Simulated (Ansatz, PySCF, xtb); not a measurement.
Process, species as SMILES: C=CC [prop-1-ene] + C (CH4) → C=C (C2H4) + CC (C2H6) [ethane]
Geometries: B3LYP-D3(BJ)/def2-TZVP minima from Ansatz (a program for electronic structure).
Geometry of the first species:
SMILES: C=CC
```xyz
9

C      1.2882     0.1370     0.0119
C      0.0047     0.4726     0.0011
H      1.6023    -0.9010     0.0124
H      2.0710     0.8846     0.0207
H     -0.2612     1.5267     0.0011
C     -1.1384    -0.4921    -0.0114
H     -0.7888    -1.5254    -0.0106
H     -1.7831    -0.3471     0.8604
H     -1.7673    -0.3432    -0.8940
```

Quantity: bond separation energy (enthalpy at 298 K, with B3LYP-D3(BJ) rigid-rotor harmonic-oscillator terms from PySCF), in eV. Correlated levels leave the core frozen unless marked. No spin-orbit coupling. No relativistic terms. CBS marks a two-point X^-3 extrapolation of the correlation energy; Hartree-Fock from the larger set. The bracket is a focal-point correction in the basis named.

| level | program | bond separation energy (eV) | minus last row |
|---|---|---|---|
| GFN1-xTB | xtb | 0.26 | 0.03 |
| HF/aug-cc-pVTZ | Ansatz | 0.19 | -0.04 |
| PBE/def2-TZVPD | Ansatz | 0.26 | 0.03 |
| BLYP-D4/def2-TZVPD | Ansatz + dftd4 | 0.26 | 0.03 |
| revPBE/def2-TZVPD | Ansatz | 0.24 | 0.01 |
| BP86-D4/def2-TZVPD | PySCF + dftd4 | 0.27 | 0.04 |
| BP86/def2-TZVPD | PySCF | 0.25 | 0.02 |
| r2SCAN-D3(BJ)/def2-TZVPD | Ansatz + dftd3 | 0.27 | 0.04 |
| BHLYP/def2-TZVPD | Ansatz | 0.22 | -0.01 |
| RI-MP2/cc-pVQZ | Ansatz | 0.26 | 0.03 |
| SCS-MP2/6-31G | Ansatz | 0.23 | 0.00 |
| CCSD/cc-pVDZ | Ansatz | 0.20 | -0.03 |
| CCSD(T)/cc-pVDZ | Ansatz | 0.21 | -0.02 |
| CCSD(T)/cc-pwCVTZ | Ansatz | 0.23 | 0.00 |
| RI-MP2/CBS(cc-pVTZ,cc-pVQZ)+[CCSD(T)-MP2]/cc-pVTZ | Ansatz | 0.23 | 0.00 |
